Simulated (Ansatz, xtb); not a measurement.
# AlBH3NSi: where a starting geometry ends

The starting geometry of this gas-phase singlet was built from a drawn formula by distance geometry and a force field; its bonds are those of `[AlH2][B]1N=[SiH]1`.

```xyz
7

Al   -2.1412    0.8565   -3.3209
B    -1.9437   -0.4366   -1.7579
N    -1.5061   -1.8958   -1.1901
Si   -2.0333   -0.7901   -0.0934
H    -2.7201    2.3320   -3.0803
H    -1.7252    0.4359   -4.8163
H    -2.4197   -0.4871    1.2940
```

Where would you expect an optimisation with r2SCAN-D4/def2-SVP to take it?

A bond breaks, giving a structure given below by its coordinates. Distances that change by over a tenth: B2–N3 (1.63 → 1.28 Å). Contacts that open: B2–Si4 (1.70 → 2.98 Å).

The energy falls by 2.88 eV over 21 steps:

```
step  E − E(last) (eV)
   1             2.885
   3             1.802
   5             1.038
   8             0.751
  10             0.482
  12             0.242
  14             0.082
  17             0.003
  19             0.000
  21             0.000
```

Final geometry (Å):

```tsv
atom	x (Å)	y (Å)	z (Å)
Al	-1.9890	0.8912	-3.7140
B	-2.2260	0.0004	-1.8421
N	-2.3496	-0.5464	-0.6909
Si	-2.7841	-1.2441	0.8126
H	-1.8433	2.4678	-3.8102
H	-1.9499	-0.0233	-5.0094
H	-1.3472	-1.5309	1.2890
```

From the same start GFN2-xTB ends elsewhere, differing in Al1–Si4 (2.51 against 5.07 Å here).

No frequencies were run, so the end isn't proven a minimum. Run with Ansatz 0.2.0, 20 s on 2 threads of Intel(R) Xeon(R) 6975P-C (Granite Rapids), on a shared host.
